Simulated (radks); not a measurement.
The numbers below are computed, except where a source is named.
Question: All-electron atom: the vanadium ion V4+ in [Ne] 3s2 3p5.5 3d1 4s0.5 (fractional occupations, a model configuration). Level of theory: scalar-relativistic Kohn-Sham, r2SCAN, spin-polarised, spherical densities, finite nucleus; open shells are filled with parallel spins first; meta-GGA in the generalised Kohn-Sham scheme; Fermi nuclear charge, rms radius 3.6002 fm (a radial shooting solver on a logarithmic mesh with Libxc functionals). Some entries of the table are withheld. Estimate them.

orbital  occ.  eigenvalue (hartree)  r(max) (bohr)
1s up       1             -200.2422        0.04350
1s down     1             -200.2293        0.04350
2s up       1             -24.77984         0.2552
2s down     1             -24.74934         0.2552
2p up       3             -21.03030         0.2082
2p down     3             -20.99861         0.2082
3s up       1              -4.83285            (1)
3s down     1              -4.72425            (2)
3p up       3                   (3)         0.8238
3p down   2.5                   (4)         0.8263
3d up       1              -2.20611         0.8067
3d down     0              -2.09434         0.8091
4s up     0.5              -1.50544          2.122

Answer: 
(1) 3s up r(max) (bohr): 0.8056
(2) 3s down r(max) (bohr): 0.8074
(3) 3p up eigenvalue (hartree): -3.79531
(4) 3p down eigenvalue (hartree): -3.68739
